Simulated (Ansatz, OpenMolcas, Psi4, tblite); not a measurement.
Si2H5OF (SMILES O[SiH](F)[SiH3]): the vertical energy of the triplet above the singlet, rung by rung

The species is Si2H5OF (9 atoms), meant as a singlet with charge 0. SMILES: `O[SiH](F)[SiH3]`. The coordinates come from a PBE0-D4/def2-TZVP relaxation. This is one conformer, not always the lowest.

Each level gives the vertical energy of the triplet above the singlet (eV). The values are calculated.

| level | kind | program | value (eV) | less CCSD(T)/6-31G* | CPU time (all runs) |
| --- | --- | --- | --- | --- | --- |
| GFN1-xTB | semi-empirical | tblite | 4.49 | -2.48 | under 2 s |
| HF/6-31G* (spherical functions) | Hartree–Fock | Ansatz | 6.98 | +0.01 | 10 s |
| revPBE/6-31G* (spherical functions) | GGA | OpenMolcas | 6.11 | -0.86 | 100 s |
| TPSS/6-31G* (spherical functions) | meta-GGA | OpenMolcas | 6.29 | -0.68 | 2.5 min |
| B3LYP/6-31G* (spherical functions) | global hybrid | Ansatz | 6.51 | -0.46 | 27 s |
| HSE06/6-31G* (spherical functions) | range-separated hybrid | Psi4 | 6.51 | -0.46 | 85 s |
| B2PLYP/6-31G* (spherical functions) | double hybrid | Ansatz | 6.78 | -0.19 | 33 s |
| RPA@PBE0/6-31G* (spherical functions) | RPA | Ansatz | 6.87 | -0.10 | 34 s |
| CCSD(T)/6-31G* (spherical functions), open shells restricted | coupled cluster or CI | OpenMolcas | 6.97 | 0.00 | 1.8 min |

Differences are taken from CCSD(T)/6-31G* (spherical functions), open shells restricted for orientation; it has basis-set and higher-order errors of its own. The values span 4.49 to 6.98 eV. A triplet this far above the singlet is often a Rydberg-like or dissociative state; sets without diffuse functions put Rydberg states too high. CPU times are rough (shared hosts, several kinds of processor): they show what a rung costs within a factor of a few.
